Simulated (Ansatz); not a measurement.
Isolated molecules relaxed with PBE0-D4/def2-TZVP in Ansatz; ΔE leaves out vibrations. CCSD(T)/CBS is the MP2 limit (def2-TZVPP, def2-QZVPP) plus CCSD(T) − MP2 in def2-TZVPP, frozen cores. This one scheme is used for every species. Functionals use def2-TZVPP. One conformer a species, not always the lowest.

Reaction (formal hydrolysis of the Si–F bond): `O[Si](F)(F)O[SiH3]` + H₂O → `O[Si](O)(F)O[SiH3]` + H–F

`O[Si](F)(F)O[SiH3]`:

```xyz
10

O    -2.258   -0.600   -0.621
Si   -0.722   -0.247   -0.960
F    -0.034   -1.422   -1.764
F    -0.624    1.016   -1.905
O     0.042    0.017    0.409
Si    1.333    0.420    1.337
H    -2.860   -0.794   -1.340
H     0.936    0.272    2.756
H     2.467   -0.486    1.028
H     1.721    1.824    1.059
```

H₂O:

Z-matrix (Å, degrees):
```
O
H 1 0.960
H 1 0.960 2 105.1
```

`O[Si](O)(F)O[SiH3]`:

```xyz
11

O    -2.121    0.825   -0.252
Si   -0.811    0.411    0.613
O    -1.008   -1.096    1.169
F    -0.659    1.453    1.801
O     0.557    0.461   -0.226
Si    1.769   -0.425   -0.889
H    -2.265    1.751   -0.448
H    -1.866   -1.347    1.509
H     2.620    0.501   -1.673
H     1.210   -1.470   -1.783
H     2.575   -1.065    0.179
```

H–F:

Cartesian coordinates in Å:
```
F -0.216 -0.109 0.391
H 0.216 0.109 -0.391
```

```
       level  ΔE (kJ/mol)
   r2SCAN-D4         39.8
CAM-B3LYP-D4         39.6
         PBE         38.6
HF/CBS(def2)         47.6
```

Problem. What does CCSD(T)/CBS give? (An estimate is asked.)

Solution. The calculation gave: +38.6 kJ/mol. The listed levels differ from it by 1.2, 1.0, 0.0, 9.0 kJ/mol.

Largest T1 diagnostic among the species: 0.011.

In def2-TZVPP, CCSD(T) changes the Hartree–Fock value by −8.0 kJ/mol (the triples alone add −1.4 kJ/mol) and MP2 by −9.2 kJ/mol. The D4 term adds −4.1 kJ/mol with B3LYP and −2.2 kJ/mol with PBE0; it sums over pairs of atoms, weighted by their polarisabilities, and B3LYP, whose exchange is more repulsive, gets the larger term. Leaving LDA and LC-ωPBE aside and taking each functional with its dispersion term where it has one, the values, not all of them listed here, spread over 8.4 kJ/mol, from revPBE-D4 to B97M-V. LDA lies −5.2 kJ/mol from PBE without D4.

B3LYP here is the variant with VWN-RPA as its local correlation; programs differ in this.

CCSD(T)/CBS has its own doubt, a few kJ/mol and more with outer-core shells, so smaller differences from it don't rank the levels.
